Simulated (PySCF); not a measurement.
SMILES [OH+]=[Sn] (charge +1), PBE0/def2-SVP optimised geometry.

```
3

O     -0.46     0.00     0.00
Sn     1.43     0.00     0.00
H     -1.43     0.00     0.00
```

Density from PySCF with PBE0/def2-TZVP, def2 effective core potentials past Kr at that geometry. The core electrons that the potentials of Sn replace are not part of the density.

Minimum of the electron density along straight lines between bonded atoms, close to the bond critical point (lines longer than 1.1 times the sum of covalent radii, or with two minima, are not listed):

| bond | length / Å | ρ at the minimum / e bohr⁻³ | ∇²ρ there / e bohr⁻⁵ | position (fraction from the first atom) |
|---|---|---|---|---|
| O1–Sn2 | 1.888 | 0.132 | 0.72 | 0.48 |
| O1–H3 | 0.966 | 0.338 | -2.42 | 0.82 |
